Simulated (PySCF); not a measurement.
H$_{4}$BrClGeN$_{2}$, singlet, geometry from GFN2-xTB, with bond 9-3 at 2.4 times its length; CASSCF(2,4)/STO-3G (PySCF).

Here is a job for PySCF.
```python
from pyscf import gto, scf, mcscf
import numpy

mol = gto.Mole()
mol.atom = '''
    N    -1.550684   -1.490410   -0.342504
    Ge   -0.099771   -0.551960    0.188432
    N     1.332300   -1.631753   -0.058992
    Cl   -0.455016    0.076137    2.184859
    Br    0.369537    1.283872   -1.126569
    H    -1.553078   -1.827551   -1.294235
    H    -2.461382   -1.117829   -0.117391
    H     1.285804   -2.530590    0.397500
    H     3.538359   -0.681927    0.279524
'''
mol.basis = 'sto-3g'
mol.charge = 0
mol.spin = 0
mol.verbose = 4
mol.build()

mf = scf.RHF(mol)
mf.kernel()
mc = mcscf.CASSCF(mf, 4, 2)
mc.fix_spin_(ss=0.0)
mc.kernel()
occ = numpy.linalg.eigvalsh(mc.fcisolver.make_rdm1(mc.ci, mc.ncas, mc.nelecas))[::-1]
ss = mc.fcisolver.spin_square(mc.ci, mc.ncas, mc.nelecas)[0]
print('natural occupations', occ.round(4), ' <S^2>', round(ss, 4))
```

What the program printed (banner, timings and long lists left out):

```
PySCF version 2.14.0

[INPUT] verbose = 4
[INPUT] num. atoms = 9
[INPUT] num. electrons = 102
[INPUT] charge = 0
[INPUT] spin (= nelec alpha-beta = 2S) = 0
[INPUT] symmetry False subgroup None
[INPUT] Mole.unit = angstrom
[INPUT] Symbol           X                Y                Z      unit          X                Y                Z       unit  Magmom
[INPUT]  1 N     -1.550684000000  -1.490410000000  -0.342504000000 AA   -2.930368065745  -2.816466713313  -0.647238756568 Bohr   0.0
[INPUT]  2 Ge    -0.099771000000  -0.551960000000   0.188432000000 AA   -0.188539865174  -1.043053231715   0.356084873104 Bohr   0.0
[INPUT]  3 N      1.332300000000  -1.631753000000  -0.058992000000 AA    2.517682115758  -3.083566272937  -0.111478723540 Bohr   0.0
[INPUT]  4 Cl    -0.455016000000   0.076137000000   2.184859000000 AA   -0.859855622295   0.143878077946   4.128785130791 Bohr   0.0
[INPUT]  5 Br     0.369537000000   1.283872000000  -1.126569000000 AA    0.698323722893   2.426166458998  -2.128906870425 Bohr   0.0
[INPUT]  6 H     -1.553078000000  -1.827551000000  -1.294235000000 AA   -2.934892070087  -3.453570868675  -2.445749690826 Bohr   0.0
[INPUT]  7 H     -2.461382000000  -1.117829000000  -0.117391000000 AA   -4.651337867934  -2.112390664096  -0.221836839489 Bohr   0.0
[INPUT]  8 H      1.285804000000  -2.530590000000   0.397500000000 AA    2.429817409870  -4.782122033563   0.751166134515 Bohr   0.0
[INPUT]  9 H      3.538359000000  -0.681927000000   0.279524000000 AA    6.686529440390  -1.288655266946   0.528223805243 Bohr   0.0

nuclear repulsion = 806.990450702242
number of shells = 31
number of NR pGTOs = 177
number of NR cGTOs = 59
basis = sto-3g
ecp = {}

******** <class 'pyscf.scf.hf.RHF'> ********
method = RHF
initial guess = minao
damping factor = 0
level_shift factor = 0
DIIS = <class 'pyscf.scf.diis.CDIIS'>
diis_start_cycle = 1
diis_space = 8
diis_damp = 0
SCF conv_tol = 1e-09
SCF conv_tol_grad = None
SCF max_cycles = 50
direct_scf = True
direct_scf_tol = 1e-13
Set gradient conv threshold to 3.16228e-05
Initial guess from minao.
init E= -5154.0825483187
  HOMO = -0.495773769020838  LUMO = -0.283140547625715  gap/eV = 5.78604
cycle= 1 E= -5160.31624292381  delta_E= -6.23  |g|= 0.578  |ddm|= 3.81
  HOMO = -0.0606310103657517  LUMO = 0.00387345595461053  gap/eV = 1.75526
cycle= 2 E= -5160.19669113503  delta_E= 0.12  |g|= 0.815  |ddm|= 2.68
  HOMO = -0.215433842529402  LUMO = -0.0497333054440934  gap/eV = 4.50894
cycle= 3 E= -5160.59091412802  delta_E= -0.394  |g|= 0.091  |ddm|= 1.71
  HOMO = -0.250973314724223  LUMO = 0.0383246521419235  gap/eV = 7.87220
cycle= 4 E= -5160.5987360736  delta_E= -0.00782  |g|= 0.031  |ddm|= 0.291
  HOMO = -0.241704075116032  LUMO = 0.0491086622318111  gap/eV = 7.91342
cycle= 5 E= -5160.599801202  delta_E= -0.00107  |g|= 0.0165  |ddm|= 0.118
  HOMO = -0.239876688050732  LUMO = 0.0490601873752822  gap/eV = 7.86237
cycle= 6 E= -5160.60020247158  delta_E= -0.000401  |g|= 0.00795  |ddm|= 0.0655
  HOMO = -0.240461536970129  LUMO = 0.0496315576590534  gap/eV = 7.89384
cycle= 7 E= -5160.60042371789  delta_E= -0.000221  |g|= 0.00629  |ddm|= 0.0581
  HOMO = -0.242386808377349  LUMO = 0.0493295618956613  gap/eV = 7.93801
cycle= 8 E= -5160.60061152403  delta_E= -0.000188  |g|= 0.00229  |ddm|= 0.0783
  HOMO = -0.244259703387491  LUMO = 0.0489627753041073  gap/eV = 7.97899
cycle= 9 E= -5160.60064308825  delta_E= -3.16e-05  |g|= 0.0009  |ddm|= 0.0386
  HOMO = -0.244425320951057  LUMO = 0.0487323384379318  gap/eV = 7.97723
cycle= 10 E= -5160.60064498727  delta_E= -1.9e-06  |g|= 0.000121  |ddm|= 0.00969
  HOMO = -0.244463295506963  LUMO = 0.0487037573365449  gap/eV = 7.97748
cycle= 11 E= -5160.6006450137  delta_E= -2.64e-08  |g|= 2.65e-05  |ddm|= 0.00131
  HOMO = -0.244465229646174  LUMO = 0.0486953927901457  gap/eV = 7.97731
cycle= 12 E= -5160.60064501464  delta_E= -9.36e-10  |g|= 5.46e-06  |ddm|= 0.000167
  HOMO = -0.244465948341255  LUMO = 0.0486954058595241  gap/eV = 7.97733
Extra cycle  E= -5160.60064501466  delta_E= -2.27e-11  |g|= 2.75e-06  |ddm|= 1.71e-05
converged SCF energy = -5160.60064501466

******** <class 'pyscf.mcscf.mc1step.CASSCF'> ********
CAS (1e+1e, 4o), ncore = 50, nvir = 5
max_cycle_macro = 50
max_cycle_micro = 4
conv_tol = 1e-07
conv_tol_grad = None
orbital rotation max_stepsize = 0.02
orbital rotation threshold for CI restart = 0.01
augmented hessian ah_max_cycle = 30
augmented hessian ah_conv_tol = 1e-12
augmented hessian ah_linear dependence = 1e-14
augmented hessian ah_level shift = 1e-08
augmented hessian ah_start_tol = 2.5
augmented hessian ah_start_cycle = 3
augmented hessian ah_grad_trust_region = 3
kf_trust_region = 3
kf_interval = 4
ci_response_space = 4
ci_grad_trust_region = 3
with_dep4 0
natorb = False
canonicalization = True
sorting_mo_energy = False
ao2mo_level = 2
internal_rotation = False
******** <class 'pyscf.fci.addons.SpinPenaltyFCISolver'> ********
max. cycles = 50
conv_tol = 1e-08
davidson only = True
linear dependence = 1e-12
level shift = 0.001
max iter space = 12
nroots = 1
pspace_size = 400
spin = None
CASCI E = -5160.77767978256  S^2 = 0.0000000
Set conv_tol_grad to 0.000316228
macro iter   1 ( 18 JK    4 micro), CASSCF E = -5160.79976506945  dE = -2.20852869e-02  S^2 = 0.0000000
               |grad[o]|=0.104  |grad[c]|=0.0152  |ddm|=0.141  |maxRot[o]|=0.144
macro iter   2 ( 16 JK    4 micro), CASSCF E = -5160.80005864986  dE = -2.93580417e-04  S^2 = 0.0000000
               |grad[o]|=0.00566  |grad[c]|=0.000355  |ddm|=0.0169  |maxRot[o]|=0.0821
macro iter   3 ( 21 JK    4 micro), CASSCF E = -5160.80006035563  dE = -1.70576186e-06  S^2 = 0.0000000
               |grad[o]|=0.000354  |grad[c]|=0.000197  |ddm|=0.000191  |maxRot[o]|=0.221
macro iter   4 ( 11 JK    2 micro), CASSCF E = -5160.80006111475  dE = -7.59128852e-07  S^2 = 0.0000000
               |grad[o]|=0.000196  |grad[c]|=0.000101  |ddm|=0.000123  |maxRot[o]|=0.159
macro iter   5 (  6 JK    1 micro), CASSCF E = -5160.80006134765  dE = -2.32892489e-07  S^2 = 0.0000000
               |grad[o]|=9.49e-05  |grad[c]|=9.41e-05  |ddm|=1.97e-05  |maxRot[o]|=0.0798
macro iter   6 (  6 JK    1 micro), CASSCF E = -5160.80006147468  dE = -1.27028216e-07  S^2 = 0.0000000
               |grad[o]|=6.02e-05  |grad[c]|=7.7e-05  |ddm|=0.000101  |maxRot[o]|=0.0798
macro iter   7 (  3 JK    1 micro), CASSCF E = -5160.80006149213  dE = -1.74595698e-08  S^2 = 0.0000000
               |grad[o]|=3.43e-05  |grad[c]|=2.6e-05  |ddm|=3.76e-05  |maxRot[o]|= 0.02
macro iter   8 (  1 JK    1 micro), CASSCF E = -5160.80006149214  dE = -4.54747351e-12  S^2 = 0.0000000
               |grad[o]|=1.97e-05  |grad[c]|=2.43e-06  |ddm|=3.44e-06  |maxRot[o]|=    0
1-step CASSCF converged in   8 macro ( 82 JK  18 micro) steps
CASSCF canonicalization
Density matrix diagonal elements [1.22591510e+00 7.72098416e-01 5.65027741e-04 1.42145346e-03]
CASSCF energy = -5160.80006149214
CASCI E = -5160.80006149214  E(CI) = -1.13879598241056  S^2 = 0.0000000
natural occupations [1.2282 0.7718 0.     0.    ]  <S^2> 0.0
```
